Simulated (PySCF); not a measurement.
All of these have the formula C3H7FOSi. Method: TDDFT wB97X-D/def2-SVPD, vertical, gas phase, core orbitals frozen in the response in PySCF 2.14.0, density-fitted response routines. Geometries: GFN2-xTB; one conformer of each isolated species. Triplets are in the Tamm–Dancoff approximation.

A. `C=C(OC)[SiH2]F`
B. `C[C@@H]1CO[Si@H]1F`
C. `O[Si@@H]1CC[C@H]1F`
D. `O=C[C@@H](F)C[SiH3]`

Lowest singlet levels (six at most, fewer where fewer were computed) with oscillator strengths:

1. 7.15 eV (f 0.025); 7.67 eV (f 0.002); 7.83 eV (f 0.015); 8.11 eV (f 0.024); 8.36 eV (f 0.011); 8.46 eV (f 0.027); T1 6.65 eV
2. 6.64 eV (f 0.002); 7.07 eV (f 0.042); 7.46 eV (f 0.001); 7.72 eV (f 0.026); 7.86 eV (f 0.038); 8.08 eV (f 0.010); T1 6.25 eV
3. 4.28 eV (f 0.001); 7.01 eV (f 0.011); 7.49 eV (f 0.018); 7.71 eV (f 0.011); 7.94 eV (f 0.018); 8.15 eV (f 0.000); T1 3.75 eV
4. 6.49 eV (f 0.004); 6.71 eV (f 0.261); 7.00 eV (f 0.041); 7.66 eV (f 0.002); 7.73 eV (f 0.008); 8.13 eV (f 0.015); T1 4.30 eV

Task: Which spectrum belongs to which structure?

Result: 1 = B, 2 = C, 3 = D, 4 = A.
- A: S1 at 6.49 eV, HOMO→LUMO+1 (90%); Löwdin shares by element: HOMO carbon 58% or more, oxygen 27% (atoms not listed hold the other 16%); LUMO carbon 61% or more, silicon 12%, oxygen 8% (atoms not listed hold the other 18%); HOMO -8.97 and LUMO 1.78 eV; point group Cs.
- B: S1 at 7.15 eV, HOMO→LUMO (88%); Löwdin shares by element: HOMO carbon 33% or more, oxygen 22%, silicon 16% (atoms not listed hold the other 29%); LUMO silicon 26%, carbon 21% or more, hydrogen 13% or more (atoms not listed hold the other 39%); HOMO -9.95 and LUMO 1.86 eV.
- C: S1 at 6.64 eV, HOMO→LUMO (72%), HOMO→LUMO+2 (15%); Löwdin shares by element: HOMO carbon 30% or more, fluorine 19%, silicon 18%, oxygen 9% (atoms not listed hold the other 25%); LUMO oxygen 32%, silicon 32%, hydrogen 22% or more (atoms not listed hold the other 15%); HOMO -9.40 and LUMO 1.65 eV.
- D: S1 at 4.28 eV, HOMO→LUMO (89%); Löwdin shares by element: HOMO oxygen 43%, carbon 21% or more, silicon 9% (atoms not listed hold the other 27%); LUMO carbon 51% or more, oxygen 33%, hydrogen 6% or more; HOMO -9.93 and LUMO 0.27 eV.
